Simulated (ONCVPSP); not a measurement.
technetium (Tc), ONCV: configuration errors across variants

- Element: technetium (Tc)
- Generator: ONCVPSP 4.0.1
- Type: optimised norm-conserving Vanderbilt (ONCV)
- Functional: PBEsol
- Relativity: fully relativistic
- Frozen core: [Ar] 3d10 4s2
- Valence charge: 13
- Reference configuration: 4p6 4d5 5s2
- Partial waves: 5s: rc 2.65 bohr, ncon 4, nbas 9, qcut 2.5 1/bohr, 2 projectors, debl 0.8 Ha; 4p: rc 1.80 bohr, ncon 4, nbas 7, qcut 8.3 1/bohr, 2 projectors, debl 1.9 Ha; 4d: rc 1.75 bohr, ncon 4, nbas 9, qcut 9 1/bohr, local
- Local potential: the d channel
- Core correction: Teter function, fcfact 3, rcfact 1.1

Open shells are filled in proportion to 2j + 1.

All-electron excitation energies from the reference (eV): (1) 4p6 4d5 5s1 8.197; (2) 4p6 4d5 5s0 23.038; (3) 4p6 4d4 5s0 51.726; (4) 4p6 4d5 5s0 5p2 7.778.

2 further variants failed, have other tests or another functional or relativity, and are left out.

A true bound ghost makes a file unfit for plane-wave use even where its test errors are small: the radial tests pick states by their node count and pass the ghost by.

Errors AE − PS in meV (a dash: test not solved or not reliable):

```tsv
change	(1)	(2)	(3)	(4)	bound ghosts	GHOST(+) flags above zero
base	-6.3	-32	+54	-26	s	none
core correction Teter function, fcfact 3, rcfact 0.92	-6.3	-32	+53	-26	s	none
d: qcut 11.6	-6.4	-33	+55	-26	s	none
core correction Teter function, fcfact 2.3, rcfact 1.1	-6.3	-32	+54	-26	s	none
```

(1) Give the same row for: s: qcut 1.8; p: qcut 6; d: qcut 6.5.

Results:

(1) -4.5, -23, -3.8, -23; bound ghosts: s; GHOST(+) flags above zero: p3/2, p1/2.
